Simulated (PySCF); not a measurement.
From one molecule to another.

First species: C₆H₁₃OP.
SMILES with atom numbers: `[CH3:1][CH2:2][P:3]1[CH2:4][CH2:5][O:6][CH2:7][CH2:8]1` (hydrogens: H9, H10, H11 on C1; H12, H13 on C2; H14, H15 on C4; H16, H17 on C5; H18, H19 on C7; H20, H21 on C8)

Second species: C6H10OSSi.
SMILES: `C=C[Si@@H]1C[C@](C)(C=O)S1`

Levels: PBE0/pcSseg-1 for HOMO energy, LUMO energy and HOMO–LUMO gap. Geometries: GFN2-xTB. Each structure is a single optimised conformer of the isolated species, non-relativistic unless stated. Electronic properties by PySCF.

Dipoles, sizes and rotational constants follow the conformer. The torsions of the flexible species, by atom-mapped SMILES:
- `[CH2:1]=[CH:2][Si@@H:3]1[CH2:4][C@:5]([CH3:6])([CH:7]=[O:8])[S:9]1`: C1–C2–Si3–C4 35°, C4–C5–C7–O8 -8°

The conformers of `CCP1CCOCC1` aren't listed.

Values for the first species:

```
HOMO energy   : -6.65 eV
LUMO energy   : 0.95 eV
HOMO–LUMO gap : 7.60 eV
```

**Question.** Estimate the same properties for the second species, and the change in each.

**Answer.** 
```json
{"property": "HOMO energy", "first": "-6.65 eV", "second": "-6.89 eV", "second less first": "-0.24 eV"}
{"property": "LUMO energy", "first": "0.95 eV", "second": "-1.24 eV", "second less first": "-2.19 eV"}
{"property": "HOMO–LUMO gap", "first": "7.60 eV", "second": "5.65 eV", "second less first": "-1.95 eV"}
```

